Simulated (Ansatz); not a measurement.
Al₉N₉H₂₆⁻, a nanocrystal cut from wurtzite AlN (hydrogen-capped). Charge -1, multiplicity 2. Geometry PBE-D4/def2-SVP, that of the neutral singlet.

```xyz
44

N     2.954    0.839   -1.017
Al    2.340   -0.715   -0.022
N     2.553   -0.043    1.850
Al    0.218   -1.382   -2.041
N     0.455   -0.820   -0.173
Al   -0.221   -2.308    0.784
Al    0.955   -0.049    2.938
N    -0.064   -1.671    2.674
N    -2.156   -2.338    0.591
Al    2.131    2.570   -0.551
Al    0.036    1.742   -2.850
N    -0.885    0.020   -2.774
N     0.277    2.174   -0.928
Al   -0.453    0.793    0.128
N    -0.146    1.259    2.024
Al   -2.678    0.055   -1.995
N    -2.309    0.566   -0.114
Al   -3.122   -0.697    1.103
H     3.983    0.910   -0.988
H     2.727    0.704   -2.025
H     3.251   -2.023   -0.113
H     3.353   -0.501    2.314
H     2.810    0.965    1.770
H     1.731   -1.396   -2.627
H    -0.542   -2.811   -1.913
H     0.519   -3.722    0.746
H     1.249    0.256    4.478
H     0.239   -2.437    3.295
H    -1.031   -1.424    2.978
H    -2.391   -2.478   -0.415
H    -2.559   -3.159    1.069
H     2.739    3.794   -1.383
H     2.324    2.650    1.084
H     1.540    1.489   -3.417
H    -0.865    2.890   -3.521
H    -1.046   -0.226   -3.769
H    -0.262    3.046   -0.793
H     0.306    2.188    2.078
H    -1.057    1.339    2.506
H    -3.227   -1.475   -1.916
H    -3.611    1.182   -2.655
H    -2.796    1.471    0.005
H    -2.562   -0.390    2.623
H    -4.709   -0.839    0.964
```

Single mean-field runs in def2-TZVP are fitted with def2-universal-jkfit. At PBE-D4/def2-TZVP, BLYP-D4/def2-TZVP, PBE0-D4/def2-TZVP the highest occupied level of the charge -1 doublet lies above zero (up to 1.52 eV). Energy differences disagree on whether the electron is bound (positive means bound): 0.06 eV (vertical, against the charge 0 singlet, at BLYP-D4/def2-TZVP), but -0.21 eV at PBE0-D4/def2-TZVP.

Question: Estimate the α-spin orbital energies around the gap (eV) in Ansatz with PBE-D4/def2-TZVP, BLYP-D4/def2-TZVP, PBE0-D4/def2-TZVP.

Answer: 
```json
{"orbital": "HOMO−5", "PBE-D4/def2-TZVP": "-3.77", "BLYP-D4/def2-TZVP": "-3.68", "PBE0-D4/def2-TZVP": "-5.03"}
{"orbital": "HOMO−4", "PBE-D4/def2-TZVP": "-3.67", "BLYP-D4/def2-TZVP": "-3.58", "PBE0-D4/def2-TZVP": "-4.94"}
{"orbital": "HOMO−3", "PBE-D4/def2-TZVP": "-3.64", "BLYP-D4/def2-TZVP": "-3.55", "PBE0-D4/def2-TZVP": "-4.90"}
{"orbital": "HOMO−2", "PBE-D4/def2-TZVP": "-3.56", "BLYP-D4/def2-TZVP": "-3.48", "PBE0-D4/def2-TZVP": "-4.80"}
{"orbital": "HOMO−1", "PBE-D4/def2-TZVP": "-3.36", "BLYP-D4/def2-TZVP": "-3.29", "PBE0-D4/def2-TZVP": "-4.59"}
{"orbital": "HOMO", "PBE-D4/def2-TZVP": "1.36", "BLYP-D4/def2-TZVP": "1.52", "PBE0-D4/def2-TZVP": "1.26"}
{"orbital": "LUMO", "PBE-D4/def2-TZVP": "1.64", "BLYP-D4/def2-TZVP": "1.80", "PBE0-D4/def2-TZVP": "2.30"}
{"orbital": "LUMO+1", "PBE-D4/def2-TZVP": "1.74", "BLYP-D4/def2-TZVP": "1.89", "PBE0-D4/def2-TZVP": "2.36"}
{"orbital": "LUMO+2", "PBE-D4/def2-TZVP": "1.77", "BLYP-D4/def2-TZVP": "1.89", "PBE0-D4/def2-TZVP": "2.40"}
{"orbital": "LUMO+3", "PBE-D4/def2-TZVP": "2.05", "BLYP-D4/def2-TZVP": "2.22", "PBE0-D4/def2-TZVP": "2.75"}
{"orbital": "LUMO+4", "PBE-D4/def2-TZVP": "2.32", "BLYP-D4/def2-TZVP": "2.49", "PBE0-D4/def2-TZVP": "3.05"}
{"orbital": "LUMO+5", "PBE-D4/def2-TZVP": "2.37", "BLYP-D4/def2-TZVP": "2.60", "PBE0-D4/def2-TZVP": "3.15"}
{"orbital": "β HOMO", "PBE-D4/def2-TZVP": "-3.35", "BLYP-D4/def2-TZVP": "-3.29", "PBE0-D4/def2-TZVP": "-4.58"}
{"orbital": "β LUMO", "PBE-D4/def2-TZVP": "1.59", "BLYP-D4/def2-TZVP": "1.71", "PBE0-D4/def2-TZVP": "2.33"}
```
